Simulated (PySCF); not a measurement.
# Worked example: entropy of an ideal gas

GeCl₂, SMILES [Ge]([Cl])[Cl] (connectivity only; charge and spin as stated), neutral, multiplicity 1.

Geometry: PBE0-D3(BJ)/def2-TZVP. The isomer is the one that the SMILES or the coordinates give; other isomers of the formula were not compared.

PySCF with PBE0-D3(BJ)/def2-TZVP gives the harmonic wavenumbers 158, 388, 409 cm⁻¹ and the rotational temperatures 0.3437, 0.1225, 0.0903 K. The molar mass is 143.53 g/mol, the symmetry number 2, the spin multiplicity 1.

Q: Work out the entropy at 298.15 K and 1 atm in the rigid-rotor, harmonic-oscillator model.

A: 
Translation (Sackur–Tetrode at 1 atm): S = R[1.5 ln M + 2.5 ln T − 1.16487] = 170.7 J/(mol K).
Rotation: q = (√π/σ) T^1.5/√(θA θB θC) = 74000, S = R[ln q + 3/2] = 105.7 J/(mol K).
Vibration: with u = 1.4388 ν/T, each mode gives R[u/(e^u − 1) − ln(1 − e^−u)]:
| ν (cm⁻¹) | modes | u | S (J/(mol K)) |
|---|---|---|---|
| 158 | 1 | 0.76 | 10.77 |
| 388 | 1 | 1.87 | 4.22 |
| 409 | 1 | 1.97 | 3.89 |
These are all the modes. Sum 18.9 J/(mol K).
Spin: R ln 1 = 0.0 J/(mol K).
Total 295.3 J/(mol K); the program's own thermochemistry gives 295.3. Translation makes up 58 % and vibration 6 %. Anharmonicity, hindered rotation and orbital degeneracy are left out.
